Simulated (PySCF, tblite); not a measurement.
Isomers of C3H10OSSi3. All values are computed: GFN2-xTB (tblite) harmonic vibrations without scaling, gas phase. This tight-binding method is rough: wavenumbers can miss measured ones by several per cent, in bad cases by 10 to 20. Modes of hydrogen on silicon can be 10 to 20 % off. One conformer each.

Electronic energies: PBE0/pcSseg-1 single points on the GFN2-xTB geometries (PySCF, gas phase).

| SMILES | electronic energy, lowest = 0 (kcal/mol) |
| --- | --- |
| C#CC[SiH2]O[SiH2]S[SiH3] | 0.0 |
| C#CC[SiH2]S[SiH2]O[SiH3] | 0.7 |
| CC(=O)[SiH2][C@H]1[SiH2][SiH2]S1 | 30.2 |
| CC(=O)[Si@@H]1[SiH2]S[C@H]1[SiH3] | 31.6 |
| C#C[C@H]([SiH3])S[SiH2]O[SiH3] | 30.1 |

**Question.** How do GFN2-xTB zero-point energies change the relative energies?

**Answer.** 
| SMILES | ZPE (kcal/mol) | of it from modes above 1550 cm⁻¹ | electronic (kcal/mol) | with ZPE, lowest = 0 (kcal/mol) | lowest mode (cm⁻¹) | rings |
| --- | --- | --- | --- | --- | --- | --- |
| C#CC[SiH2]O[SiH2]S[SiH3] | 68.9 | 39.7 | 0.0 | 0.0 | 16 | 0 |
| C#CC[SiH2]S[SiH2]O[SiH3] | 68.5 | 39.5 | 0.7 | 0.3 | 2 | 0 |
| C#C[C@H]([SiH3])S[SiH2]O[SiH3] | 66.8 | 38.5 | 30.1 | 27.9 | 14 | 0 |
| CC(=O)[SiH2][C@H]1[SiH2][SiH2]S1 | 71.1 | 38.9 | 30.2 | 32.3 | 49 | 1 |
| CC(=O)[Si@@H]1[SiH2]S[C@H]1[SiH3] | 70.5 | 38.9 | 31.6 | 33.1 | 9 | 1 |

The zero-point energies span 4.3 kcal/mol, from `C#C[C@H]([SiH3])S[SiH2]O[SiH3]` to `CC(=O)[SiH2][C@H]1[SiH2][SiH2]S1`. The order is unchanged.

**Question.** And how do the electronic energies of GFN2-xTB itself compare?

**Answer.** `C#CC[SiH2]O[SiH2]S[SiH3]` 0.1; `C#CC[SiH2]S[SiH2]O[SiH3]` 0.0; `C#C[C@H]([SiH3])S[SiH2]O[SiH3]` 19.1; `CC(=O)[SiH2][C@H]1[SiH2][SiH2]S1` 80.3; `CC(=O)[Si@@H]1[SiH2]S[C@H]1[SiH3]` 83.3 kcal/mol, lowest = 0. Against the energies above, taken from the same isomer `C#CC[SiH2]O[SiH2]S[SiH3]`, the largest difference is 51.6 kcal/mol.
